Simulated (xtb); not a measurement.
germanium monotelluride (GeTe), singlet, from a rough starting geometry; xtb with GFN2-xTB.

xtb was given this input:
```
$ xtb mol.xyz --gfn 2 --opt vtight --json

# file mol.xyz
2

Ge     1.19047168     0.02743444     0.02881698
Te    -1.17738017    -0.00075439    -0.01684682
```

Output, abridged:

```
   ID    Z sym.   atoms
    1   32 Ge     1
    2   52 Te     2

           -------------------------------------------------
          |                Calculation Setup                |
           -------------------------------------------------

           -------------------------------------------------
          |                 G F N 2 - x T B                 |
           -------------------------------------------------

          ...................................................
          :                      SETUP                      :
          :.................................................:
          :  # basis functions                  20          :
          :  # atomic orbitals                  18          :
          :  # shells                            6          :
          :  # electrons                        10          :
          :  max. iterations                   250          :
          :  Hamiltonian                  GFN2-xTB          :
          :  restarted?                      false          :
          :  GBSA solvation                  false          :
          :  PC potential                    false          :
          :  electronic temp.          300.0000000     K    :
          :  accuracy                    1.0000000          :
          :  -> integral cutoff          0.2500000E+02      :
          :  -> integral neglect         0.1000000E-07      :
          :  -> SCF convergence          0.1000000E-05 Eh   :
          :  -> wf. convergence          0.1000000E-03 e    :
          :  Broyden damping             0.4000000          :
          :  net charge                          0          :
          :  unpaired electrons                  0          :
          ...................................................

 iter      E             dE          RMSdq      gap      omega  full diag
   1     -1.2711894 -0.127119E+01  0.287E+01    2.69       0.0  T
   2      6.9954600  0.826665E+01  0.138E+02    0.00       1.0  T
   3      2.5928173 -0.440264E+01  0.113E+02    0.31       1.0  T
   4     -1.3786879 -0.397151E+01  0.728E+01    3.51       1.0  T
   5     -3.2777997 -0.189911E+01  0.347E+01    4.87       1.0  T
   6     -4.8386494 -0.156085E+01  0.231E+01    3.28       1.0  T
   7     -4.6278801  0.210769E+00  0.200E+01    3.59       1.0  T
   8     -4.6949548 -0.670747E-01  0.415E+01    3.78       1.0  T
   9     -4.6026845  0.922703E-01  0.142E+01    3.70       1.0  T
  10     -4.9360012 -0.333317E+00  0.266E+01    3.04       1.0  T
  11     -5.0454708 -0.109470E+00  0.284E+01    2.63       1.0  T
  12     -5.0472112 -0.174045E-02  0.151E+01    2.45       1.0  T
  13     -5.0473815 -0.170256E-03  0.141E+01    2.46       1.0  T
  14     -5.0518436 -0.446213E-02  0.128E+01    2.51       1.0  T
  15     -5.0519082 -0.645591E-04  0.127E+01    2.51       1.0  T
  16     -5.0522610 -0.352802E-03  0.111E+01    2.52       1.0  T
  17     -5.0523418 -0.808509E-04  0.861E+00    2.52       1.0  T
  18     -5.0524156 -0.737972E-04  0.660E+00    2.51       1.0  T
  19     -5.0524541 -0.385328E-04  0.439E+00    2.50       1.0  T
  20     -5.0524758 -0.216609E-04  0.226E+00    2.50       1.0  T
  21     -5.0524807 -0.493653E-05  0.809E-01    2.49       1.0  T
  22     -5.0524826 -0.184701E-05  0.141E-01    2.49       1.0  T
  23     -5.0524839 -0.130096E-05  0.619E-02    2.49       1.1  T
  24     -5.0524845 -0.624263E-06  0.630E-02    2.49       1.1  T
  25     -5.0524847 -0.149140E-06  0.177E-02    2.49       4.0  T
  26     -5.0524847 -0.431801E-08  0.175E-03    2.49      40.5  T
  27     -5.0524847 -0.388987E-10  0.154E-04    2.49     459.6  T
  28     -5.0524847 -0.347278E-12  0.180E-05    2.49    3936.1  T

   *** convergence criteria satisfied after 28 iterations ***

         :::::::::::::::::::::::::::::::::::::::::::::::::::::
         ::                     SUMMARY                     ::
         :::::::::::::::::::::::::::::::::::::::::::::::::::::
[...]
         :: total energy              -5.039541308430 Eh    ::
 * total energy  :    -5.0395413 Eh     change       -0.2309264E-13 Eh
 * total energy  :    -5.0373414 Eh     change        0.2199951E-02 Eh
 * total energy  :    -5.0396126 Eh     change       -0.2271270E-02 Eh
 * total energy  :    -5.0396139 Eh     change       -0.1242056E-05 Eh
 * total energy  :    -5.0396139 Eh     change       -0.7225310E-07 Eh
   *** GEOMETRY OPTIMIZATION CONVERGED AFTER 5 ITERATIONS ***
         :: total energy              -5.039613941538 Eh    ::
[...]
         :: -> anisotropic ES          0.000452968698 Eh    ::
         :: -> anisotropic XC         -0.000586924382 Eh    ::
         :: -> dispersion             -0.001159907730 Eh    ::
         :: repulsion energy           0.014183780689 Eh    ::
         :: add. restraining           0.000000000000 Eh    ::
         :: total charge              -0.000000000000 e     ::
         :::::::::::::::::::::::::::::::::::::::::::::::::::::

           -------------------------------------------------
          |                Property Printout                |
           -------------------------------------------------

    * Orbital Energies and Occupations

         #    Occupation            Energy/Eh            Energy/eV
      -------------------------------------------------------------
         1        2.0000           -0.7517936             -20.4573
         2        2.0000           -0.5642706             -15.3546
         3        2.0000           -0.3315994              -9.0233
         4        2.0000           -0.3205340              -8.7222
         5        2.0000           -0.3205340              -8.7222 (HOMO)
         6                         -0.2273254              -6.1858 (LUMO)
         7                         -0.2273254              -6.1858
         8                         -0.0744416              -2.0257
         9                          0.0049172               0.1338
        10                          0.0049172               0.1338
        11                          0.0885353               2.4092
        12                          0.0885353               2.4092
        13                          0.0956450               2.6026
        14                          0.0956450               2.6026
        15                          0.2191668               5.9638
        16                          0.3146503               8.5621
       ...                                ...                  ...
        18                          1.3545670              36.8596
      -------------------------------------------------------------
                  HL-Gap            0.0932086 Eh            2.5363 eV
             Fermi-level           -0.2739297 Eh           -7.4540 eV

     #   Z          covCN         q      C6AA      α(0)
     1  32 Ge       0.962     0.100   286.220    36.179
     2  52 Te       0.962    -0.100   436.761    38.948

 Mol. C6AA /au·bohr⁶  :       1423.761888
 Mol. C8AA /au·bohr⁸  :     138455.430132
 Mol. α(0) /au        :         75.127209

Wiberg/Mayer (AO) data.
largest (>0.10) Wiberg bond orders for each atom

 ---------------------------------------------------------------------------
     #   Z sym  total        # sym  WBO       # sym  WBO       # sym  WBO
 ---------------------------------------------------------------------------
     1  32 Ge   2.537 --     2 Te   2.537
     2  52 Te   2.537 --     1 Ge   2.537
 ---------------------------------------------------------------------------

Topologies differ in total number of bonds
Writing topology from bond orders to xtbtopo.mol

molecular dipole:
                 x           y           z       tot (Debye)
 q only:        0.447       0.005       0.009
   full:        1.082       0.013       0.021       2.752
molecular quadrupole (traceless):
                xx          xy          yy          xz          yz          zz
 q only:        0.011       0.017      -0.005       0.008       0.000      -0.005
  q+dip:        0.552       0.051      -0.276       0.034       0.001      -0.276
   full:       -2.836      -0.010       1.419      -0.064       0.000       1.417

optimized geometry written to: xtbopt.xyz

           -------------------------------------------------
          | TOTAL ENERGY               -5.039613941538 Eh   |
          | GRADIENT NORM               0.000001464591 Eh/α |
          | HOMO-LUMO GAP               2.536336115338 eV   |
           -------------------------------------------------
```
